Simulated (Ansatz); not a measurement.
Eight cases of atomisation energy with Al to Br (electronic energies, kJ/mol), geometries: B3LYP-D3(BJ)/def2-TZVP. Functionals by Ansatz (a program for electronic structure) in def2-TZVPD; columns hold the difference against the high level (Ansatz, AFQMC by cisd_afqmc): A = CCSD(T)/CBS(cc-pV(Q+d)Z,cc-pV(5+d)Z) + [CCSDT(Q) - CCSD(T)]/cc-pV(T+d)Z + core + X2C; B = CCSD(T)/CBS(cc-pV(T+d)Z,cc-pV(Q+d)Z) + [CCSDT(Q) - CCSD(T)]/cc-pV(D+d)Z + core + X2C; C = CCSD(T)/CBS(cc-pVQZ,cc-pV5Z) + [CCSDT(Q) - CCSD(T)]/cc-pVTZ; D = CCSD(T)/CBS(cc-pVQZ,cc-pV5Z) + [CCSDT(Q) - CCSD(T)]/cc-pVTZ + [CCSDTQ - CCSDT(Q)]/cc-pVDZ; E = CCSD(T)/CBS(cc-pVTZ,cc-pVQZ) + [CCSDT(Q) - CCSD(T)]/cc-pVDZ; F = CCSD(T)/CBS(cc-pVTZ,cc-pVQZ) + [CCSDT(Q) - CCSD(T)]/cc-pVTZ. The cases were drawn at random from those of this class that have a high level and all functionals, leaving out states under which another spin lies or may lie. Left out are anions, K, Ca, elements past Kr, ionisation of Li, Na and Mg, pi-pi* triplets of linear molecules and other triplets made from a closed-shell parent. Runs that doubt their state, and full CI more than 15 mEh from coupled cluster, are set aside; a case stays where another high level and all functionals remain. AFQMC serves as high level only in triple zeta or larger, with a steady walk, a bar under 0.8 kcal/mol and agreement with other high levels or trials where they ran; where none ran, an unstable determinant or (outside 3d species) a high T1 diagnostic also bars it, so strongly correlated cases are thinned. No case was kept or dropped by the size of a functional's miss. Each difference is the functional minus the high level; affinities count positive where energy is released, gaps as the second state minus the first. Radicals and triplets start from unrestricted determinants; spin-orbit coupling is neglected. Correlated methods leave the cores frozen (noble-gas shells, and filled d and f shells in the p block). Rows without X2C or -DK are non-relativistic. CBS(X,Y): correlation extrapolated as X^-3, Hartree-Fock from the larger set (Q,5: extrapolated as (X+1)exp(-9√X)). A bracket is a step between two methods taken in the basis named. Functionals run without relativity, which enters their misses. Double hybrids freeze cores in their MP2 part. 'core' is core correlation in cc-pwCVTZ (1s frozen past Ne), 'X2C' scalar relativity in cc-pVTZ-DK, both at CCSD(T). For partners of very few electrons the exact lower level stands in for a higher one. Spin-orbit terms, left out, reach several kcal/mol for Br and I, and more for heavier atoms.

| case | level | value | PBE | CAM-B3LYP | B2PLYP |
|---|---|---|---|---|---|
| BSiH3F2 (difluoroboranylsilane, SMILES FB(F)[SiH3]) | B | 2575.4 | 8.2 | 4.5 | -32.7 |
| SiH2S2 (SMILES S[Si]S) | A | 1458.6 | 11.8 | -43.5 | -46.8 |
| GaH3Se (SMILES [GaH2][SeH]) | D | 1154.4 | -16.0 | -11.3 | -32.9 |
| BGeH4 (SMILES [BH][GeH3], doublet) | F | 1474.3 | 2.1 | 19.6 | -15.7 |
| GaOFH2 (SMILES [OH][GaH][F]) | C | 1629.7 | -18.8 | -35.2 | -48.8 |
| BHBr2 (dibromoborane, SMILES BrBBr) | C | 1173.9 | 37.4 | -11.9 | -10.2 |
| H2BSeO (SMILES O[B][SeH], doublet) | E | 1639.3 | 61.2 | 5.6 | -16.2 |
| SiNH2Cl (SMILES N[Si]Cl) | A | 1656.5 | 21.9 | -13.6 | -31.2 |

Over these rows, PBE: mean +13.5, mean absolute 22.2, median absolute 17.4, largest +61.2; CAM-B3LYP: mean -10.7, mean absolute 18.2, median absolute 12.8, largest -43.5; B2PLYP: mean -29.3, mean absolute 29.3, median absolute 32.0, largest -48.8 kJ/mol. PBE lies above in 6 and below in 2 of the eight.
